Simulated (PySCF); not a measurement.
Input of a run (PBE0-D3(BJ)/def2-SVP geometry optimisation, gas phase (PySCF 2.14.0)), started from GFN2-xTB:
```
{"job": {"xc": "PBE0", "basis": "def2-SVP", "d3": "d3bj", "grid": 1, "kind": "geom"}, "charge": 0, "multiplicity": 1}
C     -3.137715     0.231483     0.968698
C     -1.797233    -0.410847     0.632318
C     -1.565446    -0.476768    -0.874935
C     -0.241884    -1.164131    -1.237273
C      0.944348    -0.361720    -0.785036
C      1.632009    -0.685678     0.377116
C      2.708192     0.075639     0.798931
C      3.111372     1.176321     0.063290
C      2.434117     1.507706    -1.098112
C      1.360259     0.743867    -1.517345
H     -3.287065     0.268682     2.045376
H     -3.954821    -0.337008     0.528905
H     -3.181624     1.247036     0.581452
H     -1.769099    -1.422241     1.045281
H     -0.991087     0.161580     1.096452
H     -1.568075     0.535965    -1.284700
H     -2.386716    -1.027720    -1.340044
H     -0.216509    -2.155256    -0.779725
H     -0.199982    -1.289023    -2.321897
H      1.324225    -1.545008     0.956099
H      3.234447    -0.191921     1.704025
H      3.950725     1.772179     0.391235
H      2.745943     2.362874    -1.680319
H      0.839884     1.003750    -2.428768
```

Output (energies in Eh, forces in Eh/bohr):
```
step   0  E = -388.77389256  max force = 0.012005
step   1  E = -388.77638748  max force = 0.002433
step   2  E = -388.77641794  max force = 0.000465
step   3  E = -388.77641927  max force = 0.000833
step   4  E = -388.77642653  max force = 0.000343
optimisation converged
```

Problem. Summarise the run.

Solution. The energy falls by 6.7 kJ/mol over 5 energy and gradient evaluations, the largest force component goes from 0.0120 to 3.4e-04 Eh/bohr, and the atoms move by 0.043 Å rms after alignment. Among the bonds, C1–H11, C1–H12, C1–H13, C6–H20 and C10–H24 change most and about equally (+0.013 to +0.014 Å). Bonds longer at the end by more than 0.005 Å: 20 of 24; shorter: 0. Among the angles that change most is H14–C2–H15, from 107.8° to 105.7°. The energy never rose by more than 1e-6 Eh on the way. The first step brought 98 % of the lowering.

Problem. What are the final bond lengths?

Solution. C1–C2 1.520 Å, C2–C3 1.522 Å, C3–C4 1.532 Å, C4–C5 1.506 Å, C5–C6 1.399 Å, C6–C7 1.394 Å, C7–C8 1.393 Å, C8–C9 1.395 Å, C9–C10 1.393 Å, C5–C10 1.401 Å, C1–H11 1.101 Å, C1–H12 1.102 Å, C1–H13 1.102 Å, C2–H14 1.105 Å, C2–H15 1.103 Å, C3–H16 1.105 Å, C3–H17 1.104 Å, C4–H18 1.102 Å, C4–H19 1.102 Å, C6–H20 1.094 Å, C7–H21 1.093 Å, C8–H22 1.092 Å, C9–H23 1.093 Å, C10–H24 1.094 Å. Numbering counts from 1 in the input's order; the species is `CCCCC1=CC=CC=C1`.

The run used 210 basis functions and 32 SCF cycles in all.

Stationary, but not proved a minimum. The numbers are those of one conformer.

Conformer computed: `[CH3:1][CH2:2][CH2:3][CH2:4][c:5]1[cH:6][cH:7][cH:8][cH:9][cH:10]1`: C1–C2–C3–C4 180°, C2–C3–C4–C5 -64°, C3–C4–C5–C6 100°.
